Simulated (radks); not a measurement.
The numbers below are computed, except where a source is named.
Q: Ionisation of the mercury ion Hg3+, [Xe] 4f14 5d9, to Hg4+, [Xe] 4f14 5d8, under several functionals. Scalar-relativistic Kohn-Sham, spin-polarised, spherical densities, finite nucleus; open shells are filled with parallel spins first (spin-orbit coupling, left out, can overturn this in heavy ions); a radial shooting solver on a logarithmic mesh with Libxc functionals. Known Delta-SCF values: BLYP 49.033 eV. What does LDA (Slater exchange, Perdew-Wang correlation) give, and what is its highest occupied eigenvalue?

A: 49.519 eV by Delta-SCF; the 5d eigenvalue is -42.438 eV. NIST: 48.6 eV (measured).
